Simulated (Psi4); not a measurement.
HS, charge -1, singlet, at a GFN2-xTB geometry (a gas-phase anion, which may not be bound at this level); B3LYP/aug-cc-pVDZ run with Psi4.

Psi4 was given this input:
```
memory 2 GB

molecule mol {
-1 1
S    -0.000000   -0.000000   -0.078636
H     0.000000    0.000000    1.258176
}

set {
  basis aug-cc-pvdz
  reference rks
  scf_initial_accelerator ediis
}

energy('b3lyp')
print_variables()
```

Question: Predict the main parts of the log of this Psi4 run.

Answer: 
```
   => Loading Basis Set <=

    Name: AUG-CC-PVDZ
    Role: ORBITAL
    Keyword: BASIS

         ---------------------------------------------------------
                                   SCF
               by Justin Turney, Rob Parrish, Andy Simmonett
                          and Daniel G. A. Smith
                              RKS Reference
         ---------------------------------------------------------

  ==> Geometry <==

    Molecular point group: c2v
    Full point group: C_inf_v

    Geometry (in Angstrom), charge = -1, multiplicity = 1:

       Center              X                  Y                   Z               Mass
    ------------   -----------------  -----------------  -----------------  -----------------
         S            0.000000000000     0.000000000000    -0.040851329202    31.972071174400
         H            0.000000000000     0.000000000000     1.295960670798     1.007825032230

  Running in c2v symmetry.

  Rotational constants: A = ************  B =      9.65493  C =      9.65493 [cm^-1]
  Rotational constants: A = ************  B = 289447.56533  C = 289447.56533 [MHz]
  Nuclear repulsion =    6.333602160004548

  Charge       = -1
  Multiplicity = 1
  Electrons    = 18
  Nalpha       = 9
  Nbeta        = 9

  ==> Algorithm <==

  SCF Algorithm Type is DF.
  DIIS enabled.
  MOM disabled.
  Fractional occupation disabled.
  Guess Type is SAD.
  Energy threshold   = 1.00e-06
  Density threshold  = 1.00e-06
  Integral threshold = 1.00e-12

  ==> Primary Basis <==

  Basis Set: AUG-CC-PVDZ
    Blend: AUG-CC-PVDZ
    Number of shells: 16
    Number of basis functions: 36
    Number of Cartesian functions: 38
    Spherical Harmonics?: true
    Max angular momentum: 2

  ==> DFT Potential <==

   => LibXC <=

    Version 7.1.2
    S. Lehtola, C. Steigemann, M. J. T. Oliveira, and M. A. L. Marques,  SoftwareX 7, 1–5 (2018) (10.1016/j.softx.2017.11.002)

   => Composite Functional: B3LYP <=

    B3LYP Hyb-GGA Exchange-Correlation Functional

    P. J. Stephens, F. J. Devlin, C. F. Chabalowski, and M. J. Frisch,  J. Phys. Chem. 98, 11623 (1994) (10.1021/j100096a001)

    Deriv               =              1
    GGA                 =           TRUE
    Meta                =          FALSE

    Exchange Hybrid     =           TRUE
    MP2 Hybrid          =          FALSE

   => Exchange Functionals <=

    0.0800   Slater exchange
    0.7200         Becke 88

   => Exact (HF) Exchange <=

    0.2000               HF

[...]
   @DF-RKS iter   4:  -398.85312433783696   -3.73893e-04   6.89382e-04 DIIS/EDIIS
   @DF-RKS iter   5:  -398.85326488952330   -1.40552e-04   2.35821e-04 DIIS/EDIIS
   @DF-RKS iter   6:  -398.85328426118178   -1.93717e-05   4.09241e-05 DIIS
   @DF-RKS iter   7:  -398.85328478719038   -5.26009e-07   2.37050e-06 DIIS
   @DF-RKS iter   8:  -398.85328478906666   -1.87629e-09   2.13934e-07 DIIS
  Energy and wave function converged.

  ==> Post-Iterations <==

   Electrons on quadrature grid:
      Ntotal   =   18.0000007222 ; deviation = 7.222e-07

    Orbital Energies [Eh]
    ---------------------

    Doubly Occupied:

[...]
    Virtual:

[...]
    Final Occupation by Irrep:
             A1    A2    B1    B2
    DOCC [     5,    0,    2,    2 ]
    NA   [     5,    0,    2,    2 ]
    NB   [     5,    0,    2,    2 ]

  @DF-RKS Final Energy:  -398.85328478906666

   => Energetics <=

    Nuclear Repulsion Energy =              6.3336021600045482
    One-Electron Energy =                -568.0080819743673146
    Two-Electron Energy =                 183.9530909338968740
    DFT Exchange-Correlation Energy =     -21.1318959086007716
    Empirical Dispersion Energy =           0.0000000000000000
    VV10 Nonlocal Energy =                  0.0000000000000000
    Total Energy =                       -398.8532847890666062

Computation Completed

Properties will be evaluated at   0.000000,   0.000000,   0.000000 [a0]

Properties computed using the SCF density matrix

 Multipole Moments:

 ------------------------------------------------------------------------------------
     Multipole            Electronic (a.u.)      Nuclear  (a.u.)        Total (a.u.)
 ------------------------------------------------------------------------------------

 L = 1.  Multiply by 2.5417464519 to convert [e a0] to [Debye]
 Dipole X            :          0.0000000            0.0000000            0.0000000
 Dipole Y            :          0.0000000            0.0000000            0.0000000
 Dipole Z            :         -1.0481589            1.2138456            0.1656866
 Magnitude           :                                                    0.1656866

 ------------------------------------------------------------------------------------

  Variable Map:
  ----------------------------------------------------------------------------
[...]
  Array Variable Map:
  ----------------------------------------------------------------------------
[...]
[...]
```
